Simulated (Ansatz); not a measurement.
Ru₂Pt. Total charge 0; triplet. Geometry PBE0-D4/def2-TZVP; atoms count from 1.

```csv
atom,x (Å),y (Å),z (Å)
Pt1,-0.699,-1.323,0.018
Ru2,1.311,0.170,-0.224
Ru3,-0.612,1.153,0.206
```

In the def2 sets Pt, Ru take a core potential; there is no spin–orbit coupling. The charge 0 triplet is spin-contaminated (final ⟨S²⟩ up to 3.13, 2.00 for a pure state). The geometry of the triplet was relaxed on an unsound state (⟨S²⟩ 3.19, where a pure state has 2.00). At PBE0-D4/def2-TZVP a quintet of charge 0 lies 0.39 eV below the triplet, each at its own geometry. The structure comes from a short search, and lower isomers may exist.

Problem. Estimate the Mulliken populations from the PBE0/def2-TZVP orbitals of Ansatz.

Solution. 
```csv
atom,charge (e),spin (α − β),d electrons
Pt1,-0.02,-0.05,9.17
Ru2,-0.01,-0.46,7.11
Ru3,0.03,2.51,6.93
```
Mulliken values and Mayer orders depend strongly on the basis.

Problem. Where does the spin sit?

Solution. Summed by element: Pt -0.05, Ru 2.05, of 2 unpaired in all. Largest on single atoms: Ru3 2.51, Ru2 -0.46, Pt1 -0.05.

Problem. And the Mayer bond orders between bonded heavy atoms (over 0.3)?

Solution. Pt1–Ru2 0.97 (2.51 Å); Pt1–Ru3 0.99 (2.48 Å); Ru2–Ru3 2.17 (2.20 Å).
